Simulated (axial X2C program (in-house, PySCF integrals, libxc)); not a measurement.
**Density and ELF of MnBr**

All values were computed with an axial X2C code built on PySCF integrals. Two-component (2c) means X2C with spin–orbit coupling and atomic mean-field two-electron Coulomb and Gaunt terms. Basis: Br dyall-cv3z [8s9p6d4f1g], Mn dyall-cv3z [9s10p6d3f2g] (cores contracted in-house); Gaussian nuclei, density fitting, unrestricted open shells. Masses: Br 78.918 u, Mn 54.938 u.

PBE0, 2c, state Ω = 3 (⟨Sz⟩ = 3.00, ⟨Lz⟩ = 0.00 at PBE0); Br at z = 0, Mn at z = 2.387 Å.

The maps cover the half plane through the axis: z from -2.4 to 4.2 Å along the bond, ρ from 0.15 to 2.25 Å away from it.

log10 of the density in e/bohr³:

```
 ρ\z  -2.4  -1.8  -1.2  -0.6   0.0   0.6   1.2   1.8   2.4   3.0   3.6   4.2
0.15  -3.4  -2.4  -1.4  -0.5   1.4  -0.5  -1.1  -0.3   1.4  -0.4  -1.6  -2.2
0.45  -3.4  -2.5  -1.5  -0.7   0.1  -0.7  -1.2  -0.7   0.2  -0.8  -1.7  -2.3
0.75  -3.5  -2.6  -1.7  -1.0  -0.7  -1.0  -1.4  -1.3  -0.7  -1.3  -1.9  -2.4
1.05  -3.7  -2.8  -2.0  -1.4  -1.1  -1.3  -1.7  -1.7  -1.5  -1.7  -2.1  -2.6
1.35  -3.9  -3.1  -2.3  -1.8  -1.6  -1.7  -2.0  -2.1  -2.0  -2.1  -2.4  -2.8
1.65  -4.1  -3.4  -2.7  -2.2  -2.0  -2.1  -2.4  -2.5  -2.4  -2.4  -2.6  -3.0
1.95  -4.4  -3.7  -3.1  -2.7  -2.5  -2.6  -2.8  -2.8  -2.7  -2.8  -2.9  -3.3
2.25  -4.7  -4.0  -3.5  -3.1  -3.0  -3.0  -3.2  -3.2  -3.1  -3.1  -3.3  -3.6
```

Electron localisation function (collinear form, no current term, damped to 0 at low density):

```
 ρ\z  -2.4  -1.8  -1.2  -0.6   0.0   0.6   1.2   1.8   2.4   3.0   3.6   4.2
0.15  0.04  0.39  0.79  0.21  0.25  0.19  0.49  0.66  0.74  0.64  0.47  0.91
0.45  0.03  0.35  0.77  0.51  0.39  0.46  0.50  0.42  0.80  0.44  0.52  0.91
0.75  0.02  0.28  0.72  0.81  0.50  0.77  0.49  0.18  0.48  0.27  0.62  0.91
1.05  0.01  0.19  0.61  0.82  0.83  0.79  0.43  0.14  0.22  0.30  0.72  0.91
1.35  0.00  0.11  0.45  0.71  0.77  0.68  0.32  0.17  0.22  0.43  0.77  0.88
1.65  0.00  0.05  0.28  0.54  0.62  0.51  0.20  0.17  0.31  0.53  0.77  0.80
1.95  0.00  0.01  0.13  0.33  0.41  0.30  0.10  0.12  0.31  0.54  0.70  0.54
2.25  0.00  0.00  0.04  0.14  0.20  0.12  0.04  0.06  0.22  0.42  0.46  0.17
```

Axial spin density in 10⁻³ e/bohr³:

```
 ρ\z  -2.4  -1.8  -1.2  -0.6  0.0  0.6  1.2    1.8    2.4    3.0   3.6  4.2
0.15   0.1   0.4   2.2   3.6  4.0  5.4  1.3  177.4  906.2  155.0  21.1  5.6
0.45   0.1   0.3   1.7   3.4  0.7  3.7  1.1   83.5  435.4   85.4  17.3  4.9
0.75   0.0   0.2   1.0   2.1  2.4  1.3  0.9   29.6   90.4   37.7  12.2  3.8
1.05   0.0   0.1   0.5   1.0  1.1  0.2  0.7   10.8   25.2   17.1   7.6  2.6
1.35   0.0   0.1   0.2   0.4  0.4  0.0  0.5    4.3    9.1    8.0   4.3  1.6
1.65   0.0   0.0   0.1   0.2  0.1  0.0  0.3    1.8    3.7    3.7   2.2  0.9
1.95   0.0   0.0   0.0   0.1  0.0  0.0  0.2    0.8    1.6    1.7   1.1  0.5
2.25   0.0   0.0   0.0   0.0  0.0  0.0  0.1    0.3    0.7    0.8   0.5  0.3
```

The state is a single determinant with fixed occupations, the lowest that a limited PBE0 search found. Density functionals use the spin component along the axis (collinear). PBE0 can misorder states that lie within some tenths of an eV, so this need not be the ground state of the molecule. The nearest other 2c determinant of the search, Ω = 2, lies 0.64 eV up at the distance of the search. With several unpaired electrons one determinant need not be a pure state. Open-shell Ω = 0 determinants with evenly filled partner blocks cannot be reached by this program, so the Ω shown need not be the lowest component.
